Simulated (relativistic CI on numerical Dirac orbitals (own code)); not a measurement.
# Mn3+: M2,3 absorption edge

Computed with this model: Dirac-Coulomb-Breit CI, KLI orbitals optimised for each configuration, model QED (radiative potential, 1s self-energy scaled to tabulated hydrogen-like ionisation energies), valence Slater integrals scaled by 0.7, multiplet model of core-to-valence dipole absorption; configurations [Ar] 3d4 → [Ne] 3s2 3p5 3d5; 10 K; Lorentzian 0.8 eV and Gaussian 0.3 eV FWHM. Energies are those of the free ion, without screening or charge transfer. The branching ratio is the share of the lower-energy edge in the whole absorption, uncertain by about 0.02 where the edges overlap. S is read from ⟨S²⟩ = S(S + 1).

Field parameters in Wybourne normalisation: D3d B²₀ = −7Dσ, B⁴₀ = −14Dq − 21Dτ, B⁴₃ = −14√(10/7) Dq. The field is a parameter set, without covalency.

free ion: ground-state S = 2.00, centroid 56.98 eV. Peaks (eV, height): 49.6 (10), 54.5 (100), 55.5 (93), 61.7 (87).

D3d, 10Dq = 23500, Dσ = -1200, Dτ = 50 cm⁻¹: ground-state S = 1.01, centroid 59.59 eV. Peaks (eV, height): 49.1 (19), 50.6 (19), 52.3 (23), 53.2 (23), 55.8 (70), 58.4 (71), 60.6 (100), 62.0 (88), 66.1 (44).

D3d, 10Dq = 23500, Dσ = -510, Dτ = 50 cm⁻¹: ground-state S = 1.01, centroid 59.54 eV. Peaks (eV, height): 49.1 (19), 50.6 (20), 52.1 (23), 53.1 (23), 55.7 (70), 58.3 (71), 60.5 (100), 62.0 (92), 66.1 (42), 67.3 (38).

D3d, 10Dq = 23500, Dσ = 510, Dτ = 50 cm⁻¹: ground-state S = 1.01, centroid 59.62 eV. Peaks (eV, height): 49.2 (15), 50.6 (18), 52.3 (22), 53.2 (21), 55.9 (64), 58.4 (68), 60.5 (100), 62.1 (88), 66.1 (43), 67.4 (33).

D3d, 10Dq = 23500, Dσ = 1200, Dτ = 50 cm⁻¹: ground-state S = 1.00, centroid 59.68 eV. Peaks (eV, height): 49.4 (14), 50.6 (16), 52.5 (23), 53.2 (21), 56.0 (67), 58.5 (65), 60.6 (100), 62.2 (85), 66.2 (47), 67.6 (29).

Strongest unbroadened transitions for D3d, 10Dq = 23500, Dσ = -510, Dτ = 50 cm⁻¹:

```csv
Energy (eV),Relative strength
49.04,63.9
55.58,58.0
57.82,64.3
57.83,44.9
58.31,45.8
58.39,47.7
58.44,46.9
60.28,67.6
60.30,63.2
60.56,43.1
60.60,100.0
61.59,85.6
61.79,52.2
62.14,60.1
62.15,72.9
62.16,47.7
62.32,50.9
65.98,86.6
```
